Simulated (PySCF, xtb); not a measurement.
CSe2, SMILES [Se]=C=[Se].

Geometry optimised at ωB97X-D3(BJ)/def2-TZVP.

These are C-PCM-PBE0/def2-SVP (PySCF) values and carry that method's errors.

The values are the electrostatic part of the solvation free energy, E(continuum) − E(gas) at the gas-phase geometry, in a cavity of scaled van der Waals radii (PySCF's table); cavitation and dispersion terms are not included. In vacuum the orbital gap is 5.10 eV. The dipole moment in vacuum is 0.00 D.

Computed values in water (ε = 78.36), cyclohexanone (ε = 15.62), N,N-dimethylformamide (ε = 37.22):
| solvent | ε | ΔG(elec) (kcal/mol) | dipole (D) | gap (eV) |
|---|---|---|---|---|
| water | 78.36 | -0.6 | 0.00 | 5.11 |
| cyclohexanone | 15.62 | -0.6 | 0.00 | 5.11 |
| N,N-dimethylformamide | 37.22 | -0.6 | 0.00 | 5.11 |

For comparison, GFN2-xTB/ALPB(water) (xtb, at the GFN2-xTB geometry, all terms of that model) gives 1.3 kcal/mol.
